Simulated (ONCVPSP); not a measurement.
Before and after: ONCV potential for Ti

```json
{"Element": "Ti", "Generator": "ONCVPSP 4.0.1", "Type": "optimised norm-conserving Vanderbilt (ONCV)", "Functional": "Wu-Cohen", "Relativity": "scalar-relativistic", "Frozen core": "[Ar]", "Valence charge": "4", "Reference configuration": "3d2 4s2", "Partial waves": "4s: rc 2.70 bohr, ncon 5, nbas 8, qcut 2.3 1/bohr, 2 projectors, debl 1.6 Ha; p scattering state at 0.06 Ha: rc 2.55 bohr, ncon 3, nbas 6, qcut 2.8 1/bohr, 2 projectors, debl 0.7 Ha; 3d: rc 2.25 bohr, ncon 4, nbas 9, qcut 6.9 1/bohr, 2 projectors, debl 3.9 Ha", "Local potential": "polynomial inside 1.75 bohr (lpopt 5, dvloc0 1 Ha)", "Core correction": "none"}
```

In the p channel the program set the typed energies aside and used 0.050, 0.750 Ha.

All-electron outer shells of the reference configuration (Wu-Cohen, scalar-relativistic, ld1.x):

| shell | level (eV) | outermost node (bohr) | outermost maximum (bohr) |
| --- | --- | --- | --- |
| 3p | -38.80 | 0.37 | 0.90 |
| 4s | -4.49 | 1.24 | 2.92 |
| 3d | -4.28 | – | 0.98 |

Change: s: qcut 3.1; p: qcut 3.7; d: qcut 9.2.

Cutoffs: the cutoffs (Ha) at which the residual kinetic energy of the hardest occupied pseudo-wave falls to 1 and 0.1 mHa per electron; they do not see the model core or the augmentation charge, which bear on the density cutoff. Errors are all-electron minus pseudo energies relative to the spin-unpolarised reference configuration.

Problem. Predict the effect on cutoff, ghosts and configuration errors.

Solution. The potential gets harder (18 Ha and 21 Ha → 25 Ha and 29 Ha); a bound ghost appears in p, s, which as a rule spoils a file; of the 4 tests that both files solve, the error grows in 2 and shrinks in 2 by more than 15 % and 0.3 meV (median size 25.8 → 18.0 meV); the range in which the p phases agree widens (upper end 1.5 → 2.6).

```tsv
quantity	base	changed
cutoff, loose	18 Ha	25 Ha
cutoff, tight	21 Ha	29 Ha
loose cutoff by channel	s 2.7 Ha, d 18 Ha	s 2.7 Ha, d 25 Ha
bound ghosts	none	s, p
GHOST(+) flags under 300 eV	s at 42.0 eV	s at 44.5 eV
error for 3d2 4s1, meV [ΔE 7.37 eV]	-16	-19
error for 3d2 4s0, meV [ΔE 20.78 eV]	+36	+17
error for 3d1 4s0, meV [ΔE 47.71 eV]	+384	+310
error for 3d2 4s0 4p1, meV [ΔE 11.15 eV]	-3.3	-11
s: phases at 2.74 bohr within 0.05 rad from the reference energy up to (Ha; the scan ends near 5)	2.1	n/a
p: phases at 2.58 bohr within 0.05 rad from the reference energy up to (Ha; the scan ends near 5)	1.5	2.6
d: phases at 2.28 bohr within 0.05 rad from the reference energy up to (Ha; the scan ends near 5)	0.7	0.9
```

 A true bound ghost makes a file unfit for plane-wave use even where its test errors are small: the radial tests pick states by their node count and pass the ghost by.
